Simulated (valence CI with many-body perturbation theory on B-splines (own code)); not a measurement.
E1 line list for Cs XXIV

Computed by relativistic CI+MBPT: four valence electrons over a frozen Dirac-Fock core [Ar] 3d10, radial functions for each j: 11 s, 11 p, 9 d, 7 f, 5 g, 2 h, 1 i, with the one-electron correlation potential Σ1, the two-electron term Σ2, the three-electron term Σ3, Breit, model QED; selected CI, second order for the rest (own B-spline code, finite nucleus).

No measured levels were compared; by estimate levels hold to about 250 cm⁻¹ or 0.2 % of their energy and the worst to 1 %, as in measured heavy ions of charge 2 to 7; those with d or f electrons hold less well.

Lines 201 to 225 of 225 in falling wavelength, among levels below 200.79 eV, chosen from the strongest by gf and those to the six lowest levels. Wavelengths and rates use the calculated energies, so an error of 2000 cm⁻¹ moves a line at 10.58 nm by 0.21 % and its rate by three times that or more. Electric multipoles are in the length gauge, E1 and E2 with the static RPA response of the core. Weak lines are less certain than strong ones. Lines between different terms over intervals too small for the method are left out, as are lines whose strength nearly cancels. Where a level lies close to another of its J and parity, the split of strength between their lines is uncertain. The highest levels of a list are the least certain.

Levels are named by their leading jj configuration (3d3/2^4 stands for four electrons in 3d with j = 3/2), which in mixed levels can hold well under half, so a name can repeat and another be missing. Letters in brackets count levels of one name in rising energy.

```
λ vac (nm)                           Upper                   Lower   A (s⁻¹)  S (a.u.) with core polarisation  S without
     10.58  (4s 4p1/2 4p3/2 4d5/2) J=2 [b]  (4s 4p1/2^2 4p3/2) J=1  9.25e+10                         2.71e-01   2.91e-01
     10.52  (4s 4p1/2 4p3/2 4d5/2) J=1 [c]  (4s 4p1/2^2 4p3/2) J=1  5.73e+10                         9.86e-02   1.06e-01
     10.49  (4s 4p1/2 4p3/2 4d5/2) J=1 [d]  (4s 4p1/2^2 4p3/2) J=1  4.59e+10                         7.83e-02   8.43e-02
     10.47  (4s 4p1/2 4p3/2 4d5/2) J=2 [c]  (4s 4p1/2^2 4p3/2) J=1  2.77e+10                         7.84e-02   8.43e-02
     10.42          (4s^2 4p3/2 4d5/2) J=2  (4s^2 4p1/2 4p3/2) J=1  2.11e+10                         5.88e-02   6.33e-02
     10.38                (4s 4p3/2^3) J=1      (4s^2 4p1/2^2) J=0  1.17e+10                         1.94e-02   2.09e-02
     10.25  (4s 4p1/2 4p3/2 4d3/2) J=1 [c]  (4s 4p1/2^2 4p3/2) J=2  4.21e+09                         6.70e-03   7.22e-03
     10.22  (4s 4p1/2 4p3/2 4d5/2) J=3 [c]  (4s 4p1/2^2 4p3/2) J=2  5.28e+10                         1.95e-01   2.10e-01
     10.16  (4s 4p1/2 4p3/2 4d5/2) J=3 [d]  (4s 4p1/2^2 4p3/2) J=2  3.32e+10                         1.20e-01   1.29e-01
     10.15          (4s^2 4p3/2 4d5/2) J=3  (4s^2 4p1/2 4p3/2) J=2  5.35e+10                         1.93e-01   2.07e-01
     10.04  (4s 4p1/2 4p3/2 4d5/2) J=1 [b]  (4s 4p1/2^2 4p3/2) J=2  2.78e+09                         4.16e-03   4.48e-03
     9.963          (4s^2 4p3/2 4d5/2) J=1  (4s^2 4p1/2 4p3/2) J=2  4.27e+07                         6.25e-05   6.62e-05
     9.918  (4s 4p1/2 4p3/2 4d3/2) J=2 [e]  (4s 4p1/2^2 4p3/2) J=2  2.58e+09                         6.22e-03   6.68e-03
     9.808  (4s 4p1/2 4p3/2 4d5/2) J=2 [b]  (4s 4p1/2^2 4p3/2) J=2  1.31e+09                         3.05e-03   3.30e-03
     9.799  (4s 4p1/2 4p3/2 4d5/2) J=3 [e]  (4s 4p1/2^2 4p3/2) J=2  1.04e+10                         3.39e-02   3.65e-02
     9.763          (4s^2 4p3/2 4d5/2) J=1  (4s^2 4p1/2 4p3/2) J=1  7.28e+09                         1.00e-02   1.08e-02
     9.750  (4s 4p1/2 4p3/2 4d5/2) J=1 [c]  (4s 4p1/2^2 4p3/2) J=2  1.14e+08                         1.57e-04   1.69e-04
     9.724  (4s 4p1/2 4p3/2 4d5/2) J=1 [d]  (4s 4p1/2^2 4p3/2) J=2  2.30e+09                         3.13e-03   3.38e-03
     9.711  (4s 4p1/2 4p3/2 4d5/2) J=2 [c]  (4s 4p1/2^2 4p3/2) J=2  1.25e+07                         2.83e-05   2.95e-05
     9.646      (4s 4p3/2^2 4d3/2) J=2 [a]  (4s 4p1/2^2 4p3/2) J=2  3.83e+09                         8.47e-03   9.13e-03
     9.478          (4s 4p3/2^2 4d3/2) J=3  (4s 4p1/2^2 4p3/2) J=2  1.84e+09                         5.43e-03   5.83e-03
     9.388      (4s 4p3/2^2 4d3/2) J=2 [b]  (4s 4p1/2^2 4p3/2) J=2  5.36e+09                         1.09e-02   1.18e-02
     9.368          (4s 4p3/2^2 4d3/2) J=1  (4s 4p1/2^2 4p3/2) J=2  9.53e+08                         1.16e-03   1.25e-03
     9.356          (4s^2 4p3/2 4d3/2) J=1      (4s^2 4p1/2^2) J=0  2.74e+08                         3.32e-04   3.56e-04
     8.679          (4s^2 4p3/2 4d5/2) J=1      (4s^2 4p1/2^2) J=0  1.86e+09                         1.80e-03   1.95e-03
```
